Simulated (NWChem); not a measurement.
System: CH2ClFO2Si; SMILES O=CO[Si@@H](F)Cl

Input file for NWChem:

```
start job
memory heap 200 mb stack 900 mb global 1100 mb
geometry units angstroms noautoz
  O      0.795791    -2.212297    -0.393326
  C     -0.067174    -2.062892     0.420279
  O     -0.749148    -0.923424     0.591730
  Si    -0.458062     0.424170    -0.384370
  F     -1.639552     1.429124     0.029987
  Cl     1.316816     1.278349     0.113178
  H     -0.414067    -2.840416     1.130924
  H     -0.558234     0.115373    -1.818048
end
basis spherical
  * library pcseg-1
end
dft
  xc hfexch
  iterations 150
  mulliken
end
task dft energy
```

Excerpt of the output:

```
             Northwest Computational Chemistry Package (NWChem) 7.3.0
             --------------------------------------------------------

 C1  symmetry detected

                             Geometry "geometry" -> ""
                             -------------------------

 Output coordinates in angstroms (scale by  1.889725989 to convert to a.u.)

  No.       Tag          Charge          X              Y              Z
 ---- ---------------- ---------- -------------- -------------- --------------
    1 O                    8.0000     0.70016218    -2.23863240    -0.44937583
    2 C                    6.0000    -0.17572461    -2.07477153     0.34746511
    3 O                    8.0000    -0.80907238    -0.91073393     0.53918987
    4 Si                  14.0000    -0.43164702     0.45173775    -0.38532777
    5 F                    9.0000    -1.57622536     1.49711099     0.03261734
    6 Cl                  17.0000     1.36703505     1.20643882     0.18259543
    7 H                    1.0000    -0.57598211    -2.85716851     1.02388475
    8 H                    1.0000    -0.50889802     0.19294089    -1.83027729

 Effective nuclear repulsion energy (a.u.)     374.0913156945

  xc_inp: hfexch multiplicative factor not found.

                                 NWChem DFT Module
                                 -----------------

 Summary of "ao basis" -> "ao basis" (spherical)
 ------------------------------------------------------------------------------
       Tag                 Description            Shells   Functions and Types
 ---------------- ------------------------------  ------  ---------------------
 O                          pcseg-1                  6       14   3s2p1d
 C                          pcseg-1                  6       14   3s2p1d
 Si                         pcseg-1                  8       18   4s3p1d
 F                          pcseg-1                  6       14   3s2p1d
 Cl                         pcseg-1                  8       18   4s3p1d
 H                          pcseg-1                  3        5   2s1p

            General Information
            -------------------
          SCF calculation type: DFT
          Wavefunction type:  closed shell.
          No. of atoms     :     8
          No. of electrons :    64
           Alpha electrons :    32
            Beta electrons :    32
          Charge           :     0
          Spin multiplicity:     1
          Use of symmetry is: off; symmetry adaption is: off
          Maximum number of iterations: 150
          AO basis - number of functions:   102
                     number of shells:    46
          Convergence on energy requested:  1.00D-06
          Convergence on density requested:  1.00D-05
          Convergence on gradient requested:  5.00D-04

              XC Information
              --------------
                     Hartree-Fock (Exact) Exchange  1.000

      Superposition of Atomic Density Guess
      -------------------------------------

 Sum of atomic energies:       -1035.71437353

      Non-variational initial energy
      ------------------------------

 Total energy =   -1037.689485
 1-e energy   =   -2177.237060
 2-e energy   =     765.456260
 HOMO         =      -0.402862
 LUMO         =       0.014779

     ---------------------------------------------
      Total Density - Mulliken Population Analysis
     ---------------------------------------------

    Atom       Charge   Shell Charges
 -----------   ------   -------------------------------------------------------
    1 O    8     8.80   2.00  0.95  0.89  3.16  1.80  0.02
    2 C    6     5.02   2.00  0.74  0.35  1.47  0.35  0.12
    3 O    8     8.79   2.00  0.92  0.87  3.10  1.89  0.01
    4 Si  14    12.43   2.00  2.00  0.77  0.17  5.99  1.16  0.08  0.24
    5 F    9     9.60   2.00  0.97  0.97  3.61  2.06  0.00
    6 Cl  17    17.40   2.00  2.00  1.22  0.72  5.99  3.92  1.54  0.01
    7 H    1     0.88   0.70  0.16  0.02
    8 H    1     1.08   0.71  0.37  0.01

   convergence    iter        energy       DeltaE   RMS-Dens  Diis-err
 ---------------- ----- ----------------- --------- --------- ---------
 d= 0,ls=0.0,diis     1  -1036.5121455151 -1.41D+03  9.18D-03  1.27D+00
 d= 0,ls=0.0,diis     2  -1036.6091835600 -9.70D-02  3.45D-03  5.40D-01
 d= 0,ls=0.0,diis     3  -1036.6570872939 -4.79D-02  8.96D-04  1.02D-02
 d= 0,ls=0.0,diis     4  -1036.6587013600 -1.61D-03  3.77D-04  2.32D-03
 d= 0,ls=0.0,diis     5  -1036.6590264927 -3.25D-04  1.48D-04  1.59D-04
  Resetting Diis
 d= 0,ls=0.0,diis     6  -1036.6590743862 -4.79D-05  9.98D-05  4.12D-05
 d= 0,ls=0.0,diis     7  -1036.6590887546 -1.44D-05  1.86D-05  3.90D-06
 d= 0,ls=0.0,diis     8  -1036.6590897308 -9.76D-07  9.83D-06  9.12D-07

         Total DFT energy =    -1036.659089730771
      One electron energy =    -2178.677042738018
           Coulomb energy =      848.373741993328
    Exchange-Corr. energy =      -80.447104680550
 Nuclear repulsion energy =      374.091315694468

 Numeric. integr. density =        0.000000000000

                       DFT Final Molecular Orbital Analysis
                       ------------------------------------

 Vector   30  Occ=2.000000D+00  E=-5.046825D-01
              MO Center=  7.4D-01, -3.8D-01,  2.2D-02, r^2= 4.4D+00
   Bfn.  Coefficient  Atom+Function         Bfn.  Coefficient  Atom+Function
  ----- ------------  ---------------      ----- ------------  ---------------
    83      0.490562  6 Cl py                 5     -0.383920  1 O  py
     8     -0.292574  1 O  py                86      0.238836  6 Cl py
    32      0.230182  3 O  px                35      0.190520  3 O  px
    80     -0.186036  6 Cl py                84     -0.155686  6 Cl pz
    82     -0.123506  6 Cl px                93     -0.122709  7 H  s

 Vector   31  Occ=2.000000D+00  E=-4.949335D-01
              MO Center=  1.1D+00,  7.9D-01,  5.6D-02, r^2= 2.8D+00
   Bfn.  Coefficient  Atom+Function         Bfn.  Coefficient  Atom+Function
  ----- ------------  ---------------      ----- ------------  ---------------
    84      0.553324  6 Cl pz                83      0.351852  6 Cl py
    87      0.269507  6 Cl pz                82     -0.255413  6 Cl px
    81     -0.209319  6 Cl pz                 5      0.195658  1 O  py
    86      0.166386  6 Cl py                 8      0.149834  1 O  py
    80     -0.133060  6 Cl py                85     -0.127212  6 Cl px

 Vector   32  Occ=2.000000D+00  E=-4.887968D-01
              MO Center=  7.5D-01, -4.0D-01, -4.4D-02, r^2= 4.6D+00
   Bfn.  Coefficient  Atom+Function         Bfn.  Coefficient  Atom+Function
  ----- ------------  ---------------      ----- ------------  ---------------
    84      0.406536  6 Cl pz                 5     -0.357726  1 O  py
    83     -0.355165  6 Cl py                 8     -0.281318  1 O  py
    87      0.201042  6 Cl pz                93     -0.169974  7 H  s
    33     -0.167826  3 O  py                86     -0.167568  6 Cl py
    81     -0.153660  6 Cl pz                 6      0.148924  1 O  pz

 Vector   33  Occ=0.000000D+00  E= 1.272139D-01
              MO Center= -1.6D-01, -8.3D-01, -1.1D-01, r^2= 5.8D+00
   Bfn.  Coefficient  Atom+Function         Bfn.  Coefficient  Atom+Function
  ----- ------------  ---------------      ----- ------------  ---------------
    53      0.766270  4 Si px                78     -0.683854  6 Cl s
    54      0.499085  4 Si py                21     -0.466220  2 C  px
    46      0.439228  4 Si s                 23     -0.398040  2 C  pz
    85      0.334446  6 Cl px                 9      0.266017  1 O  pz
    18     -0.259428  2 C  px                 7      0.257523  1 O  px

 Vector   34  Occ=0.000000D+00  E= 1.425886D-01
              MO Center= -4.7D-01,  3.6D-01, -6.5D-01, r^2= 6.3D+00
   Bfn.  Coefficient  Atom+Function         Bfn.  Coefficient  Atom+Function
  ----- ------------  ---------------      ----- ------------  ---------------
    54      1.163490  4 Si py                17      0.587945  2 C  s
    55     -0.429285  4 Si pz                63     -0.270901  5 F  s
    23      0.263722  2 C  pz                78     -0.251325  6 Cl s
    51      0.245974  4 Si py                22      0.228422  2 C  py
    86     -0.219829  6 Cl py                 9     -0.212013  1 O  pz

 Vector   35  Occ=0.000000D+00  E= 1.501053D-01
              MO Center= -4.8D-01, -1.9D-01, -4.3D-01, r^2= 6.3D+00
   Bfn.  Coefficient  Atom+Function         Bfn.  Coefficient  Atom+Function
  ----- ------------  ---------------      ----- ------------  ---------------
    53      1.081523  4 Si px                78     -0.664593  6 Cl s
    46      0.617733  4 Si s                 99     -0.379864  8 H  s
    23      0.376473  2 C  pz                54     -0.351500  4 Si py
    63      0.314058  5 F  s                 86      0.301779  6 Cl py
    21      0.240815  2 C  px                 7     -0.233888  1 O  px

     ---------------------------------------------
      Total Density - Mulliken Population Analysis
     ---------------------------------------------

    Atom       Charge   Shell Charges
 -----------   ------   -------------------------------------------------------
    1 O    8     8.50   2.00  0.90  0.92  2.89  1.76  0.03
    2 C    6     5.36   2.00  0.75  0.26  1.85  0.35  0.16
    3 O    8     8.75   2.00  0.88  0.94  2.97  1.95  0.02
    4 Si  14    12.57   2.00  2.00  0.78 -0.01  6.00  1.45 -0.03  0.38
    5 F    9     9.50   2.00  0.94  1.01  3.43  2.12  0.01
    6 Cl  17    17.33   2.00  2.00  1.19  0.76  5.99  3.84  1.51  0.03
    7 H    1     0.85   0.77  0.06  0.02
    8 H    1     1.14   0.76  0.37  0.01

     -------------------------------------------
      Total Density - Lowdin Population Analysis
     -------------------------------------------

    Atom       Charge   Shell Charges
 -----------   ------   -------------------------------------------------------
    1 O    8     8.26   1.99  0.84  0.72  2.78  1.89  0.04
    2 C    6     5.73   1.98  0.54  0.34  1.71  0.85  0.31
    3 O    8     8.38   1.99  0.83  0.68  2.87  1.99  0.03
    4 Si  14    13.08   2.00  1.92  0.55  0.29  5.89  1.41  0.46  0.55
    5 F    9     9.34   1.99  0.93  0.86  3.33  2.22  0.01
    6 Cl  17    17.15   2.00  1.96  1.03  0.79  5.92  3.59  1.83  0.03
    7 H    1     0.95   0.68  0.23  0.05
    8 H    1     1.11   0.71  0.38  0.02

     Multipole analysis of the density
     ---------------------------------

     L   x y z        total         alpha         beta         nuclear
     -   - - -        -----         -----         ----         -------
     0   0 0 0     -0.000000    -32.000000    -32.000000     64.000000

     1   1 0 0     -0.478820     -0.239410     -0.239410     -0.000000
     1   0 1 0     -0.435640     -0.217820     -0.217820     -0.000000
     1   0 0 1      0.025350      0.012675      0.012675      0.000000

     2   2 0 0    -39.082029   -138.587437   -138.587437    238.092845
     2   1 1 0      4.459569      0.158948      0.158948      4.141674
     2   1 0 1      1.791459      0.757188      0.757188      0.277083
     2   0 2 0    -36.301464   -247.642338   -247.642338    458.983213
     2   0 1 1     -4.084809      1.059244      1.059244     -6.203298
     2   0 0 2    -34.440674    -38.145024    -38.145024     41.849375
```

Level: Hartree-Fock/pcseg-1. All runs use the structure optimised with PBE0/def2-SVP.
